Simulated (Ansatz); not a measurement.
Start from `BrB1BC1` and change one atom or group to get `[SiH3]SB1BC1`.

Ansatz, PBE0-D4/def2-TZVP geometries, multiplicity 1. Each molecule was computed in one conformer, which needn't be the lowest. `BrB1BC1` holds a close contact that its SMILES doesn't draw: H···B 1.49 Å.

Scalar relativity is left out up to krypton. Spin–orbit coupling is left out; it splits and shifts lone-pair levels of the heavy atoms by tenths of an eV.

| property | `BrB1BC1` |
| --- | --- |
| HOMO energy (ωB97M-V/def2-TZVPP) / eV | -9.75 |
| ideal-gas entropy at 298 K and 1 bar (rigid rotor, harmonic PBE0-D4/def2-TZVP) / J/(mol·K) | 309 |
| HOMO–LUMO gap (PBE/def2-TZVPP) / eV | 4.48 |
| LUMO energy (ωB97M-V/def2-TZVPP) / eV | 1.18 |
| LUMO energy (PBE0/def2-TZVPP) / eV | -0.88 |
| HOMO energy (PBE0/def2-TZVPP) / eV | -7.56 |

Problem. What does the change do to each property? (Best estimate.)

Solution. Ansatz gave: 
| property | `[SiH3]SB1BC1` | shift |
| --- | --- | --- |
| HOMO energy (ωB97M-V/def2-TZVPP) / eV | -9.31 | 0.44 |
| ideal-gas entropy at 298 K and 1 bar (rigid rotor, harmonic PBE0-D4/def2-TZVP) / J/(mol·K) | 356 | 47 |
| HOMO–LUMO gap (PBE/def2-TZVPP) / eV | 3.41 | -1.07 |
| LUMO energy (ωB97M-V/def2-TZVPP) / eV | 0.40 | -0.78 |
| LUMO energy (PBE0/def2-TZVPP) / eV | -1.64 | -0.76 |
| HOMO energy (PBE0/def2-TZVPP) / eV | -7.16 | 0.40 |

With PBE0 the HOMO rises by 0.40 eV and the LUMO falls by 0.76 eV, so the gap narrows by about 1.16 eV. PBE moves the HOMO by 0.33 eV and ωB97M-V by 0.44 eV. The zero-point energy changes by 70.0 kJ/mol with +12 modes.
